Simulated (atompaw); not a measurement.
# Scattering properties, PAW (atompaw) potential for argon

argon (Ar), PAW, made with atompaw 4.2.0.5 (PBEsol, scalar-relativistic). Core [Ne], reference 3s2 3p6. Waves: 3s (bound): rc 1.55 bohr; 3s channel at -0.45 Ry: rc 1.55 bohr; 3p (bound): rc 1.55 bohr; 3p channel at 4.2 Ry: rc 1.55 bohr; 3d channel at -0.05 Ry: rc 1.55 bohr. Local part: troulliermartins scheme with l = 3 at 1 Ry, radius 1.00 bohr. Core correction: smooth core density matched at 1.25 bohr. Augmentation charge: besselshape compensation charge, radius 1.45 bohr; PAW radius 1.55 bohr; waves and projectors: custom polynom2 7 10 vanderbiltortho.

The phase is arctan(r·u′/u) with u = r·R(r), unwrapped; energies in Ry, scanned from -4 to 5 Ry. A pole is an energy at which the radial function vanishes at the test radius. The pseudo phase is shifted by a multiple of π to meet the all-electron one at the reference energy, and phase errors are pseudo minus all-electron; the curves can meet again beyond the range given. Levels narrower than the energy grid can be missing from the lists of poles.

**Question.** For each channel, where are the poles, and over which energies does the pseudopotential scatter like the atom?

**Answer.**

| channel | radius (bohr) | reference energy (Ry) | poles, all-electron | poles, pseudo | unbroken range about the reference energy with phases within 0.05 rad | phase error 1 Ry above the reference energy (rad) |
| --- | --- | --- | --- | --- | --- | --- |
| s | 1.56 | -1.78 | 1.52 | 1.52 | the whole range | +0.000 |
| p | 1.56 | -0.75 | 2.96 | 2.96 | the whole range | -0.000 |
| d | 1.56 | -0.05 | 4.36 | 0.46 | below 0.4 | -2.978 |

Phases in the p channel:

```tsv
E (Ry)	all-electron	pseudo
-4.00	1.130	1.129
-3.76	1.104	1.104
-3.52	1.075	1.074
-3.28	1.040	1.039
-3.04	0.998	0.997
-2.80	0.947	0.946
-2.56	0.883	0.883
-2.32	0.803	0.803
-2.08	0.701	0.700
-1.84	0.567	0.567
-1.60	0.393	0.393
-1.36	0.172	0.172
-1.12	-0.088	-0.088
-0.88	-0.360	-0.360
-0.64	-0.607	-0.607
-0.40	-0.809	-0.810
-0.16	-0.967	-0.967
0.08	-1.088	-1.088
0.32	-1.181	-1.181
0.56	-1.254	-1.254
0.80	-1.313	-1.313
1.04	-1.362	-1.362
1.28	-1.402	-1.402
1.52	-1.436	-1.436
1.76	-1.466	-1.466
2.00	-1.492	-1.492
2.24	-1.514	-1.515
2.48	-1.535	-1.535
2.72	-1.554	-1.554
2.96	-1.571	-1.571
3.20	-1.587	-1.587
3.44	-1.602	-1.602
3.68	-1.616	-1.616
3.92	-1.630	-1.630
4.16	-1.643	-1.643
4.40	-1.656	-1.656
4.64	-1.668	-1.668
4.88	-1.681	-1.681
```
